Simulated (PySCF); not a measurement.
# Worked example: oscillator strength and radiative lifetime

Si(F)(NHSiH3)3 (FH₁₂N₃Si₄), SMILES F[Si](N[SiH3])(N[SiH3])N[SiH3].

Geometry: B3LYP-D3(BJ)/def2-SVP. One conformer was computed; it need not be the lowest.

TDA-PBE/def2-SVP run with PySCF puts the first singlet state with f over 0.02 at 5.79 eV (vertical), with the transition dipole (0.362, 0.199, -0.055) in atomic units.

Question: Find the oscillator strength, the wavelength and the radiative lifetime that this transition would have in vacuum if emission retraced absorption.

Answer: 
|μ|² = 0.1737 au, so |μ| = 1.06 D. ΔE = 5.79/27.211 = 0.2128 hartree. f = (2/3) ΔE |μ|² = 0.025 (the program prints 0.025).
λ = 1239.84/5.79 = 214 nm; ν = 46699 cm⁻¹.
Einstein's coefficient A = 0.6670 ν² f s⁻¹ (ν in cm⁻¹) = 3.6e7 s⁻¹, so τ = 1/A = 28 ns. This state is S1. The figure is the radiative limit of this one transition; relaxation, internal conversion, crossing to triplets and a medium change what is measured.
